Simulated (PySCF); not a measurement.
# Structure revision by computed shifts

A compound C8H7N gives the data below (simulated from a calculation) and was assigned the structure `C#C/C(C)=C(\C#N)C=C`.

$^{13}$C{$^{1}$H} NMR (computed): δ 137.4 (C), 128.0 (CH), 125.8 (CH), 121.2 (CH), 121.1 (CH), 116.8 (CH), 113.4 (CH), 105.1 (CH).

$^{1}$H NMR (500 MHz, computed): δ 8.08 (d, 1H), 7.68 (d, 1H), 7.35 (m, 1H), 7.13 (m, 1H), 6.89 (m, 1H), 6.78 (m, 1H), 6.78 (m, 1H).

- geometry: GFN2-xTB
- shieldings: GIAO PBE0/pcSseg-1
- run in PySCF
- one computed conformer, no relativistic terms, in vacuum

Shifts are taken against calculated references (same method and geometry level): $^{1}$H, $^{13}$C vs TMS.

(1) Compare with the shifts computed for the proposed structure, pairing carbons in order of shift.

(2) Which isomer fits?

Results:

(1) Mapped SMILES: `[CH:1]#[C:2]/[C:3]([CH3:4])=[C:5](\[C:6]#[N:7])[CH:8]=[CH2:9]`. Hydrogens are named by the atom that carries them.

| atom | computed for proposal | given list | difference |
| --- | --- | --- | --- |
| C3 | 139.6 | 137.4 | +2.2 |
| C8 | 135.8 | 128.0 | +7.8 |
| C9 | 130.2 | 125.8 | +4.4 |
| C5 | 127.5 | 121.2 | +6.3 |
| C6 | 120.8 | 121.1 | -0.3 |
| C1 | 103.5 | 116.8 | -13.3 |
| C2 | 89.6 | 113.4 | -23.8 |
| C4 | 21.7 | 105.1 | -83.4 |

The rms difference is 31.3 ppm and the largest -83.4 ppm at C4 (allylic methyl carbon). The carbon types in order of shift don't match either: C, CH, CH2, C, C, CH, C, CH3 for the proposal against C, CH, CH, CH, CH, CH, CH, CH in the data. The proposal doesn't fit.

(2) `c1ccn2cccc2c1`.

- Carbon types of the structure: 1 × C, 7 × CH, which accounts for all hydrogens.
- δC 137.4: ring-fusion aromatic carbon.
- δC 128.0, 113.4: aromatic CH next to a ring nitrogen.
- δC 125.8, 121.2, 121.1, 116.8, 105.1: aromatic CH.
- δH 8.08, 7.35: hydrogen on an aromatic CH next to a ring nitrogen.

Other isomers checked: C#C/C(C=C)=C(/C)C#N (rms 33.4 ppm).

The shifts were computed for this structure.

Shifts are as computed. Against solution values, carbons near 30 ppm lie about +3 ppm off and those near 130 ppm about +5 ppm. Of 1211 compounds with measured shifts, 218 miss one by over three times the rms of a fit or turn the order of signals round; such compounds aren't used in these exercises. Multiplicities follow the n + 1 count of equivalent neighbours, as no J values were calculated; m marks all less simple cases, F and P coupling included.
